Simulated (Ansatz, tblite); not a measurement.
Removing an electron: [ICl4]- (ICl₄⁻). The state is a singlet with charge -1. Geometry: PBE-D4/def2-SVPD. Ansatz, gas phase; energy differences of separate SCF runs; the oxidised species was run as a doublet alone.

```
atom   x (Å)   y (Å)   z (Å)
  I1   0.000   0.000   0.000
 Cl2   0.075   0.795   2.446
 Cl3   1.988  -1.570   0.449
 Cl4  -0.075  -0.795  -2.446
 Cl5  -1.989   1.570  -0.449
```

In the def2 sets I takes a core potential; there is no spin–orbit coupling. The xTB rows come from tblite. Correlated methods freeze 24 core orbitals; core or outer-core shells of I are correlated, in sets that lack core-valence functions. The rows differ in basis, and correlated rows in double-zeta sets carry the largest basis error. In CCSD on the charge 0 doublet the largest single amplitude is 0.33, so its Hartree–Fock determinant may place the open shell otherwise than the density functionals do.

(1) Estimate orbital energies and vertical ionisation energies at: GFN1-xTB; GFN2-xTB; PBE-D4/def2-TZVPD; r2SCAN-D4/def2-TZVPD; PBE0-D4/def2-TZVPD; CCSD/def2-SVPD; CCSD(T)/def2-SVPD.

Results:

(1) 
| level | −HOMO (eV) | vertical IE (eV) | −LUMO (eV) | HOMO–LUMO gap (eV) | remarks |
| --- | --- | --- | --- | --- | --- |
| GFN1-xTB | 8.26 | 10.36 | 4.37 | 3.89 | – |
| GFN2-xTB | 7.28 | 9.53 | 4.47 | 2.80 | – |
| PBE-D4/def2-TZVPD | 2.60 | 5.02 | 0.10 | 2.50 | – |
| r2SCAN-D4/def2-TZVPD | 2.90 | 5.27 | 0.09 | 2.81 | – |
| PBE0-D4/def2-TZVPD | 3.92 | 5.63 | -0.49 | 4.41 | – |
| CCSD/def2-SVPD | – | 6.05 | – | – | spin-contaminated (⟨S²⟩ 1.06) (doublet) |
| CCSD(T)/def2-SVPD | – | 6.03 | – | – | spin-contaminated (⟨S²⟩ 1.06) (doublet) |

Relaxing the oxidised species (PBE-D4/def2-SVPD) changes its energy by -0.18 eV at PBE-D4/def2-TZVPD, so the adiabatic ionisation energy to this nearest minimum is 4.84 eV. At PBE0-D4/def2-TZVPD it is 5.30 eV.  Run but left out: HF/def2-SVPD, MP2/def2-SVPD (neutral doublet: ⟨S²⟩ 1.06, where a pure state has 0.75).  Raw xTB energy differences between charge states are shifted by several eV; the methods need an empirical correction for them.
